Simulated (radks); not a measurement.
The numbers below are computed, except where a source is named.
Question: The mean radii <r> (bohr) of the occupied orbitals of an atom or ion are listed with their occupations. Level of theory: scalar-relativistic Kohn-Sham, XLYP, spin-unpolarised, spherical densities, finite nucleus; Fermi nuclear charge, rms radius of each element as measured or else 0.836 A^(1/3) + 0.57 fm (a radial shooting solver on a logarithmic mesh with Libxc functionals).

| orbital | occ. | <r> |
|---|---|---|
| 1s | 2 | 0.1111 |
| 2s | 2 | 0.5355 |
| 2p | 4 | 0.4883 |
| 3d | 2 | 1.726 |

Name the element and its charge.

Answer: Z = 14, silicon, charge +4: Si4+ in [He] 2s2 2p4 3d2. The 1s radius gives Z: for a bare nucleus <r> = (2 gamma + 1)/(2Z) with gamma = sqrt(1 - (Z/c)^2), 0.1068 bohr for Z = 14, and screening makes it slightly larger (0.1111 here). The occupations add up to 10, and the charge is Z minus that.
